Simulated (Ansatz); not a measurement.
Reaction (ligand exchange at a Ge–C bond): `C#[C][GeH2][OH]` + `N[SiH](O)F` → `[OH][GeH2][NH][SiH](O)F` + `C#C`

Calculated with Ansatz (gas phase, PBE0-D4/def2-TZVP geometries, no zero-point term in ΔE). CCSD(T)/CBS is the MP2 limit (def2-TZVPP, def2-QZVPP) plus CCSD(T) − MP2 in def2-TZVPP, frozen cores. This one scheme is used for every species. Functionals use def2-TZVPP. B3LYP here is the variant with VWN-RPA as its local correlation; programs differ in this. For Ge outer-core shells are correlated without core-valence functions, which leaves a few kJ/mol of doubt a bond. Scalar relativity is left out up to krypton. One conformer a species, not always the lowest.

**Question.** Is it downhill or uphill in electronic energy at CCSD(T)/CBS, and by how much? (Best estimate.)

**Answer.** Ansatz gave: Downhill: ΔE = -20.8 kJ/mol.

**Question.** What do these levels give: r2SCAN-D4, B3LYP-D4, PBE0, B3LYP, HF/def2-TZVPP, MP2/def2-TZVPP? (An estimate is asked.)

**Answer.** The calculation gave: r2SCAN-D4 -19.0, B3LYP-D4 -21.7, PBE0 -12.9, B3LYP -12.5, HF/def2-TZVPP -10.2, MP2/def2-TZVPP -18.0 kJ/mol.

Largest T1 diagnostic among the species: 0.013.

In def2-TZVPP, CCSD(T) changes the Hartree–Fock value by −9.2 kJ/mol (the triples alone add −1.7 kJ/mol) and MP2 by −7.9 kJ/mol. The D4 term adds −9.2 kJ/mol with B3LYP and −5.1 kJ/mol with PBE0; it sums over pairs of atoms, weighted by their polarisabilities, and B3LYP, whose exchange is more repulsive, gets the larger term.
